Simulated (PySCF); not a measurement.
C₃H₅BN₂O, SMILES B(/C=N\C#N)(C)O. Atoms are numbered in the order given.

```xyz
12

C     -1.5889    -0.6967     0.0000
B     -0.1144    -1.2028     0.0000
O      0.1387    -2.5308     0.0000
C      1.1658    -0.2352     0.0000
N      1.2158     1.0471     0.0000
C      0.1513     1.8410     0.0000
N     -0.6827     2.6548     0.0000
H     -1.7894    -0.0542     0.8738
H     -2.3023    -1.5325     0.0000
H     -1.7894    -0.0542    -0.8738
H      1.0746    -2.7616     0.0000
H      2.1681    -0.7049     0.0000
```
Charge 0, spin multiplicity 1.

The structure is a stationary point at PBE0-D3(BJ)/def2-SVP. The structure was generated by enumeration; whether it is a known compound was not checked. The values are those of a single conformer.

These are B3LYP/def2-TZVP (PySCF) values and carry that method's errors.

Symmetry labels are those of the subgroup Cs that the program uses (full group Cs).

Computed valence orbital energies around the gap with their symmetry:
| orbital | symmetry | energy (eV) |
|---|---|---|
| HOMO−7 | A" | -11.40 |
| HOMO−6 | A' | -11.00 |
| HOMO−5 | A' | -10.78 |
| HOMO−4 | A" | -10.56 |
| HOMO−3 | A' | -10.26 |
| HOMO−2 | A' | -9.47 |
| HOMO−1 | A" | -8.81 |
| HOMO | A' | -7.75 |
| LUMO | A" | -3.28 |
| LUMO+1 | A' | -0.15 |
| LUMO+2 | A" | 0.42 |
| LUMO+3 | A' | 0.63 |
